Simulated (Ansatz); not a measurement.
Reaction (redistribution): `C=C[N]([GeH3])[SiH2]Cl` + `B/C=C/[SiH3]` → `[SiH3]/C=C/[SiH2]Cl` + `B[N]([GeH3])C=C`

Isolated molecules relaxed with PBE0-D4/def2-TZVP in Ansatz; ΔE leaves out vibrations. CCSD(T)/CBS adds triple-zeta CCSD(T) − MP2 to the extrapolated MP2 energy (def2 sets, frozen cores). Double bonds are as drawn, so ΔE can hold a change between cis and trans. Functionals use def2-TZVPP. For Ge outer-core shells are correlated without core-valence functions, which leaves a few kJ/mol of doubt a bond. Scalar relativity is left out up to krypton. One conformer a species, not always the lowest.

```json
{"level": "r2SCAN-D4", "ΔE (kJ/mol)": "-59.4"}
{"level": "PBE0-D4", "ΔE (kJ/mol)": "-60.8"}
{"level": "ωB97M-V", "ΔE (kJ/mol)": "-59.3"}
{"level": "CCSD/def2-TZVPP", "ΔE (kJ/mol)": "-59.4"}
{"level": "CCSD(T)/def2-TZVPP", "ΔE (kJ/mol)": "-60.5"}
{"level": "HF/def2-QZVPP", "ΔE (kJ/mol)": "-51.0"}
{"level": "MP2/def2-QZVPP", "ΔE (kJ/mol)": "-57.1"}
{"level": "CCSD/CBS(def2)", "ΔE (kJ/mol)": "-57.9"}
```

**Question.** What does CCSD(T)/CBS give? (Best estimate.)

**Answer.** Computed: -59.0 kJ/mol. The listed levels differ from it by -0.4, -1.8, -0.3, -0.4, -1.5, 8.0, 1.9, 1.1 kJ/mol.

Largest T1 diagnostic among the species: 0.013.

The D4 term adds +4.2 kJ/mol with B3LYP and +2.4 kJ/mol with PBE0; it sums over pairs of atoms, weighted by their polarisabilities, and B3LYP, whose exchange is more repulsive, gets the larger term. In def2-TZVPP, CCSD(T) changes the Hartree–Fock value by −8.8 kJ/mol (the triples alone add −1.0 kJ/mol) and MP2 by −6.6 kJ/mol.

CCSD(T)/CBS has its own doubt, a few kJ/mol and more with outer-core shells, so smaller differences from it don't rank the levels.

B3LYP here is the variant with VWN-RPA as its local correlation; programs differ in this.
